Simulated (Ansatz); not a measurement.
`O[SiH](F)I` + H₂ → `O[SiH2]I` + H–F at 600 K and 1 bar (hydrogenolysis of the Si–F bond).

Computed with Ansatz on PBE0-D4/def2-TZVP structures; ΔE is electronic, products minus reactants. CCSD(T)/CBS is the MP2 limit (def2-TZVPP, def2-QZVPP) plus CCSD(T) − MP2 in def2-TZVPP, frozen cores. This one scheme is used for every species. def2 core potentials past Kr. For I outer-core shells are correlated without core-valence functions, which leaves a few kJ/mol of doubt a bond. One conformer a species, not always the lowest.

```json
{"species": "`O[SiH](F)I`", "CCSD(T)/CBS energy (Eh)": "-762.85028", "H − E (kJ/mol)": "116.5", "S (J/(mol·K))": "394.1"}
{"species": "H₂", "CCSD(T)/CBS energy (Eh)": "-1.17544", "H − E (kJ/mol)": "43.9", "S (J/(mol·K))": "150.8"}
{"species": "`O[SiH2]I`", "CCSD(T)/CBS energy (Eh)": "-663.58059", "H − E (kJ/mol)": "125.2", "S (J/(mol·K))": "368.6"}
{"species": "H–F", "CCSD(T)/CBS energy (Eh)": "-100.39570", "H − E (kJ/mol)": "42.3", "S (J/(mol·K))": "194.0"}
```

H − E and S are ideal-gas, rigid-rotor, harmonic terms from PBE0-D4/def2-TZVP, for one conformer and one mirror image of each species. The MP2-based limit puts H₂ 0.8 mEh under its directly extrapolated value; such offsets cancel only in part. 1 Eh = 2625.50 kJ/mol, R = 8.31446 J/(mol·K).

Q: By hand: ΔE, ΔH, ΔS and ΔG.

A: ΔE = (-663.58059) + (-100.39570) − (-762.85028) − (-1.17544) = 0.04943 Eh = 129.8 kJ/mol. Δ(H − E) = 125.2 + 42.3 − 116.5 − 43.9 = 7.1, so ΔH = 136.9 kJ/mol. ΔS = 368.6 + 194.0 − 394.1 − 150.8 = 17.7 J/(mol·K). ΔG = 136.9 − 600 × (17.7)/1000 = 126.3 kJ/mol.

Q: By hand: the equilibrium constant, and the temperature at which ΔG would vanish if ΔH and ΔS stayed fixed.

A: log₁₀ K = −ΔG/(RT ln 10) = -11.0. ΔG = 0 at ΔH/ΔS = 7734 K, far beyond where these terms or the molecules hold.

ΔH outweighs TΔS. A doubt of 5 kJ/mol in ΔE shifts log₁₀ K by 0.4 here. Other conformers and mirror images would add mixing entropy, several J/(mol·K) or more a flexible species. These are equilibria of isolated gas molecules and say nothing of rates. Largest T1 diagnostic: 0.010 (customary marks: 0.02 for closed shells, 0.045 for open ones).
